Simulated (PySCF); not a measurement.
PySCF input file for C2H9NSi3, SMILES [SiH3]C#C[SiH2]N[SiH3], SMD-B3LYP/6-31G*. The structure is a stationary point at PBE-D3(BJ)/def2-SVP. This is a generated structure with no PubChem entry under its InChIKey; it may be hypothetical. The values are those of a single conformer.

```python
import numpy as np
from pyscf import gto, scf, dft
from pyscf.solvent import smd

mol = gto.M(
    atom='''
    Si    3.45045394   -1.19576647    0.73736572
    C     1.97135922   -0.31028998    0.10103576
    C     0.97492852    0.28403873   -0.33098115
    Si   -0.53999727    1.15475284   -0.93576257
    N    -1.90815376    0.97927471    0.13884077
    Si   -3.09308815   -0.31858875    0.16673126
    H     3.05005617   -2.55458895    1.23850326
    H     4.45919957   -1.34996092   -0.36549577
    H     4.06348540   -0.41332520    1.86445402
    H    -0.91774334    0.56337078   -2.26125503
    H    -0.19456129    2.61082018   -1.06631283
    H    -1.87968251    1.57132578    0.97632658
    H    -2.78590314   -1.40436651    1.16805235
    H    -3.10729633   -0.92234185   -1.20852526
    H    -4.45136378    0.23608485    0.50535819
    ''',
    basis='6-31G*',
    charge=0,
    spin=0,
    max_memory=1600,
    verbose=3,
)
mf = dft.RKS(mol, xc='b3lyp').density_fit(auxbasis='def2-universal-jkfit')
mf.grids.level = 3
mf.conv_tol = 1e-9
mf.max_cycle = 100
mf.kernel()
res = {}
for name in ['water', '2-propanol', 'acetone']:
    s = mf.SMD()
    s.with_solvent.solvent, s.with_solvent.sasa_ng = name, 194
    s.kernel(mf.make_rdm1())
    res[name] = (s.e_tot, s.with_solvent.get_cds(), s.dip_moment(), s.mo_energy, s.converged)
    print(f'SMD {name}: dG(solv) = {(s.e_tot - mf.e_tot) * 627.509474:.3f} kcal/mol, of which CDS {res[name][1] * 627.509474:.3f}')
```

Output:

```
converged SCF energy = -1004.84162457777
converged SCF energy = -1004.83578572846
Dipole moment(X, Y, Z, Debye): -0.12883,  0.57387,  1.15587
SMD water: dG(solv) = 3.664 kcal/mol, of which CDS 7.082
converged SCF energy = -1004.8441654999
Dipole moment(X, Y, Z, Debye): -0.13011,  0.55944,  1.13226
SMD 2-propanol: dG(solv) = -1.594 kcal/mol, of which CDS 1.585
converged SCF energy = -1004.84440406644
Dipole moment(X, Y, Z, Debye): -0.13002,  0.56053,  1.13406
SMD acetone: dG(solv) = -1.744 kcal/mol, of which CDS 1.454
```

The calculation finished and met its thresholds.

Cost: roughly 2.8 core-minutes.
